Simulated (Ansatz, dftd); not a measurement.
Reaction: BNH3Br (SMILES NBBr) → BNH2Br (SMILES [NH]BBr, doublet) + H (doublet) (the H-N bond breaks)
Each species at its own B3LYP-D3(BJ)/def2-TZVP minimum (Ansatz, a program for electronic structure), one conformer.

Wanted: bond dissociation energy (electronic), in kcal/mol. Radicals and triplets start from unrestricted determinants; spin-orbit coupling is neglected. Cores are frozen in correlated methods (noble-gas shells, and filled d and f shells in the p block). No relativity. CBS(X,Y): correlation extrapolated as X^-3, Hartree-Fock from the larger set. A bracket is a step between two methods taken in the basis named. Double hybrids freeze cores in their MP2 part. Where a partner has so few electrons that a lower coupled-cluster level is exact, that level stands in. Spin-orbit terms, left out, reach several kcal/mol for Br and I, and more for heavier atoms.

```
level                                                               program  bond dissociation energy (kcal/mol)
-----------------------------------------------------------  --------------  -----------------------------------
HF/cc-pVDZ                                                           Ansatz                                 96.4
HF/cc-pVQZ                                                           Ansatz                                    …
PBE-D4/def2-TZVPD                                            Ansatz + dftd4                                119.2
B3LYP-D3(BJ)/def2-TZVPD                                      Ansatz + dftd3                                121.4
wB97X-V/def2-TZVPD                                                   Ansatz                                123.9
wB97M-V/def2-TZVPD                                                   Ansatz                                    …
B2PLYP-D4/def2-TZVPD                                         Ansatz + dftd4                                122.7
B2PLYP/def2-TZVPD                                                    Ansatz                                122.5
MP2/cc-pVDZ                                                          Ansatz                                122.8
MP2/cc-pVQZ                                                          Ansatz                                    …
CCSD/cc-pVDZ                                                         Ansatz                                119.5
CCSDT(Q)/cc-pVDZ                                                     Ansatz                                119.4
CCSD(T)/CBS(cc-pVTZ,cc-pVQZ) + [CCSDT(Q) - CCSD(T)]/cc-pVDZ          Ansatz                                    …
```

Problem. Complete the blanks.

Solution. 
- HF/cc-pVQZ, bond dissociation energy (kcal/mol): 97.4
- wB97M-V/def2-TZVPD, bond dissociation energy (kcal/mol): 124.6
- MP2/cc-pVQZ, bond dissociation energy (kcal/mol): 129.2
- CCSD(T)/CBS(cc-pVTZ,cc-pVQZ) + [CCSDT(Q) - CCSD(T)]/cc-pVDZ, bond dissociation energy (kcal/mol): 126.1
